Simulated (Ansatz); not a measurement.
`OC[B](Cl)[GeH3]` + `F[SiH2]Cl` → `Cl[B](Cl)[GeH3]` + `OC[SiH2]F`  (redistribution)

Isolated molecules relaxed with PBE0-D4/def2-TZVP in Ansatz; ΔE leaves out vibrations. CCSD(T)/CBS adds triple-zeta CCSD(T) − MP2 to the extrapolated MP2 energy (def2 sets, frozen cores). This one scheme is used for every species. For Ge outer-core shells are correlated without core-valence functions, which leaves a few kJ/mol of doubt a bond. Scalar relativity is left out up to krypton. One conformer a species, not always the lowest.

`OC[B](Cl)[GeH3]`:

Z-matrix (Å, degrees):
```
C
B 1 1.562
O 1 1.415 2 116.6
H 1 1.098 2 107.8 3 119.6
H 1 1.104 2 109.0 3 -127.8
Ge 2 2.071 1 122.6 3 2.4
Cl 2 1.750 1 117.5 3 -177.2
H 3 0.961 1 108.8 2 -53.4
H 6 1.544 2 110.5 1 39.8
H 6 1.536 2 112.4 1 160.8
H 6 1.538 2 109.7 1 -78.1
```

`F[SiH2]Cl`:

Cartesian coordinates in Å:
```
F 0.036 -1.337 -0.865
Si -0.120 -0.005 -0.012
Cl 1.729 0.640 0.545
H -0.900 -0.320 1.200
H -0.745 1.022 -0.868
```

`Cl[B](Cl)[GeH3]`:

Z-matrix (Å, degrees):
```
Ge
B 1 2.068
H 1 1.538 2 109.4
H 1 1.538 2 109.3 3 117.9
H 1 1.535 2 111.8 3 -121.1
Cl 2 1.743 1 119.8 3 -58.6
Cl 2 1.741 1 121.7 3 121.4
```

`OC[SiH2]F`:

Z-matrix (Å, degrees):
```
C
Si 1 1.876
O 1 1.422 2 111.4
H 1 1.095 2 109.6 3 -117.9
H 1 1.100 2 111.0 3 125.2
F 2 1.608 1 106.2 3 -54.9
H 2 1.486 1 112.2 3 -172.8
H 2 1.482 1 111.8 3 61.8
H 3 0.961 1 108.4 2 58.0
```

```tsv
species	MP2/CBS(def2) energy (Eh)
`OC[B](Cl)[GeH3]`	-2677.44866
`F[SiH2]Cl`	-849.91221
`Cl[B](Cl)[GeH3]`	-3022.25210
`OC[SiH2]F`	-505.09611
```

(1) Work out ΔE.

Largest T1 diagnostic among the species: 0.013.

Answers

(1) ΔE = (-3022.25210) + (-505.09611) − (-2677.44866) − (-849.91221) = 0.01266 Eh = +7.9 kcal/mol. CCSD(T)/CBS gives +8.0 kcal/mol.

From PBE to PBE0 (25 % exact exchange), in def2-TZVPP and without D4, ΔE moves by +1.2 kcal/mol. In def2-TZVPP, CCSD(T) changes the Hartree–Fock value by −2.2 kcal/mol (the triples alone add −0.5 kcal/mol) and MP2 by −2.2 kcal/mol.
